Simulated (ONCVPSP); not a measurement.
## nitrogen (N), ONCV: configuration errors across variants

```json
{"Element": "nitrogen", "Generator": "ONCVPSP 4.0.1", "Type": "optimised norm-conserving Vanderbilt (ONCV)", "Functional": "LDA (Perdew-Wang 92)", "Relativity": "non-relativistic", "Frozen core": "[He]", "Valence charge": "5", "Reference configuration": "2s2 2p3", "Partial waves": "2s: rc 0.70 bohr, ncon 4, nbas 9, qcut 9.7 1/bohr, local; 2p: rc 1.50 bohr, ncon 3, nbas 7, qcut 11.1 1/bohr, 2 projectors, debl 3.9 Ha; d scattering state at 0.02 Ha: rc 1.30 bohr, ncon 4, nbas 8, qcut 7.5 1/bohr, 2 projectors, debl 1.9 Ha", "Local potential": "the s channel", "Core correction": "Teter function, fcfact 5, rcfact 1.65"}
```

All-electron excitation energies from the reference (eV): (1) 2s2 2p2 13.737; (2) 2s2 2p1 42.714; (3) 2s2 2p0 89.886; (4) 2s0 2p5 22.394.

1 further variants failed, have other tests or too few solved ones, and are left out.

A true bound ghost makes a file unfit for plane-wave use even where its test errors are small: the radial tests pick states by their node count and pass the ghost by.

Errors AE − PS in meV (a dash: test not solved or not reliable):

| change | (1) | (2) | (3) | (4) | bound ghosts | GHOST(+) flags above zero |
| --- | --- | --- | --- | --- | --- | --- |
| base | +7.8 | +65 | +255 | +36 | none | none |
| d: nproj 3 | +7.8 | +65 | +255 | +36 | d | none |
| s: qcut 11.6; p: qcut 13.3; d: qcut 9 | +6.3 | +52 | +201 | +35 | none | d |

Question: Give the same row for: all radii but the core radius scaled by about 1.15 (s 0.80, p 1.74, d 1.50 bohr).

Answer: +15, +126, +487, +39; bound ghosts: none; GHOST(+) flags above zero: none.
